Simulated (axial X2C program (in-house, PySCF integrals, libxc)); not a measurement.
# RhH⁺: cheaper levels and CCSD(T), two-component

Calculated with an in-house all-electron X2C program for linear molecules (integrals from PySCF). Two-component (2c) means X2C with spin–orbit coupling and atomic mean-field two-electron Coulomb and Gaunt terms. Basis: Rh dyall-cv3z [12s12p8d5f3g], H dyall-v3z [6s2p1d] (cores contracted in-house); Gaussian nuclei, density fitting, unrestricted open shells. Masses: Rh 102.906 u, H 1.008 u.

State: Ω = 5/2 (⟨Sz⟩ = 0.49, ⟨Lz⟩ = 2.01 at HF); fragments Rh+ + H.

```tsv
level	Re (Å)	ωe (cm⁻¹)
PBE0	1.488	2286.6
CCSD	1.473	2351.8
M06	1.501	2194.4
```

Correlated methods: 9 electrons correlated (number of frozen shells: Rh 4 s, 3 p, 1 d; H none), 213 virtual spin orbitals or spinors in MP2, 90 natural virtuals in coupled cluster.

CCSD(T), same Hamiltonian and basis:

Re = 1.474 Å, ωe = 2345.4 cm⁻¹; T1 = 0.055 (Lee–Taylor normalisation).

Give the differences from CCSD(T) in the columns below.



| level | ΔRe (Å) | Δωe (cm⁻¹) |
| --- | --- | --- |
| PBE0 | 0.014 | -59 |
| CCSD | -0.001 | 6 |
| M06 | 0.027 | -151 |

The state is a single determinant with fixed occupations, the lowest that a limited PBE0 search found. De is not given where an atomic determinant may have missed its ground term or J level, or where the truncated virtual space spoils (T). Density functionals use the spin component along the axis (collinear). Coupled cluster ran in a truncated set of natural virtual spinors; the MP2 energy of the rest was added. (T) has no such correction and the atoms are truncated less, which lowers De at CCSD(T) by a hundredth of an eV or more. The functionals have no current-density term, which raises determinants with orbital currents, atoms included. The determinant is spin-polarised beyond a pure state at some levels (its spin-free form has ⟨S²⟩ too high), which makes Re and μ there less reliable. The T1 diagnostic is large, a sign of multireference character.
